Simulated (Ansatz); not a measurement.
Computed with Ansatz on PBE0-D4/def2-TZVP structures; ΔE is electronic, products minus reactants. CBS: MP2 limit from def2 TZ/QZ plus the TZ coupled-cluster correction, frozen cores. This one scheme is used for every species, atoms too. DFT in def2-TZVPP. No spin–orbit coupling; open shells (•) take unrestricted orbitals. Spin–orbit coupling would lower the free atoms: a little for B; clearly for Se; strongly for Sn. def2 core potentials past Kr. Bonds to Se, Sn are less sure, by a few kJ/mol each and by 10 to 20 or more in all where they break to atoms, as the def2 sets lack core-valence functions. Scalar relativity is left out up to krypton.

Reaction (atomization): `[BH]1[Se][SnH2]1` → B• + 3 H• + Se• + Sn•

`[BH]1[Se][SnH2]1`:

Cartesian coordinates in Å:
```
B -1.055 -0.292 -0.772
Se 0.438 0.099 -1.822
Sn 0.385 0.113 0.848
H -2.187 -0.599 -0.941
H 0.848 1.682 1.329
H 1.570 -1.002 1.358
```

```tsv
level	ΔE (kcal/mol)	difference from CCSD(T)/CBS
r2SCANh-D4	386.8	-2.0
PBE	388.3	-0.5
revPBE	372.2	-16.6
PBE0	381.9	-6.9
BHLYP	366.2	-22.6
CAM-B3LYP	377.1	-11.7
LC-ωPBE	374.8	-14.0
MP2/def2-SVP	359.9	-28.9
CCSD(T)/def2-SVP	356.8	-32.0
MP2/def2-TZVPP	377.4	-11.4
CCSD(T)/CBS	388.8	0
```

Largest T1 diagnostic among the species: 0.016.

From BLYP to BHLYP (50 % exact exchange), in def2-TZVPP and without D4, ΔE moves by −7.5 kcal/mol: exact exchange takes away binding that semilocal exchange gives to molecules. At CCSD(T), def2-SVP lies −32.0 kcal/mol from the extrapolated value and def2-TZVPP −12.9 kcal/mol: correlation converges slowly with the basis, and small sets miss more of it in the bonded molecule than in its fragments. In def2-TZVPP, CCSD(T) changes the Hartree–Fock value by +111.9 kcal/mol (the triples alone add +9.9 kcal/mol) and MP2 by +113.4 kcal/mol; breaking electron pairs costs correlation energy, which Hartree–Fock lacks.

For atomizations the MP2-based limit and the directly extrapolated one differ by several kJ/mol either way, and by 10 to 25 for some Ge, Se and Sn compounds, so smaller differences from it don't rank the levels.
